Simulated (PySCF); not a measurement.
Compound: C2H4N2SiTe.
Cartesian coordinates in Å at the PBE0-D3(BJ)/def2-SVP level; atoms count from 1:
```xyz
10
C2H4N2SiTe angstrom
N     -0.6840    2.6246   -0.2091
C     -1.0773    1.5352   -0.2418
C     -1.6215    0.1849   -0.2321
N     -0.9634   -0.8783   -0.0841
Si     0.7243   -1.2853    0.1823
Te     2.4919    0.2668   -0.6664
H     -2.7206    0.1558   -0.3490
H      0.8132   -1.4884    1.6563
H      0.9713   -2.5553   -0.5498
H      2.1168    1.4188    0.4738
```

Computed with PBE0-D3(BJ)/def2-SVP geometry optimisation, gas phase, def2 core potentials past Kr (PySCF).

Problem. Which atoms are bound to Te6, and at what distances?

Solution. 2 atoms: H10 1.664 Å, Si5 2.501 Å. The nearest atom not counted as bound is H9, at 3.21 Å.

Problem. What is the shape at Te6?

Solution. Bent: angle 92.2°.

Problem. What are the other bond lengths?

Solution. N1≡C2 1.159 Å; C2–C3 1.456 Å; C3=N4 1.259 Å; N4–Si5 1.756 Å; C3–H7 1.106 Å; Si5–H8, Si5–H9 1.489 Å.

Problem. Give some angles away from the centre.

Solution. N1–C2–C3 177.1°, C2–C3–N4 126.1°, C3–N4–Si5 135.7°, N4–Si5–Te6 118.9°.

Problem. What are the rotational constants (commonest isotopes, rigid rotor)?

Solution. A = 2453, B = 950.3, C = 703.4 MHz: an asymmetric top.

Point group: C1 (no symmetry element, even within 0.4 Å). Charge 0, singlet. Not checked by PBE0-D3(BJ)/def2-SVP frequencies.

One conformer stands for the species.
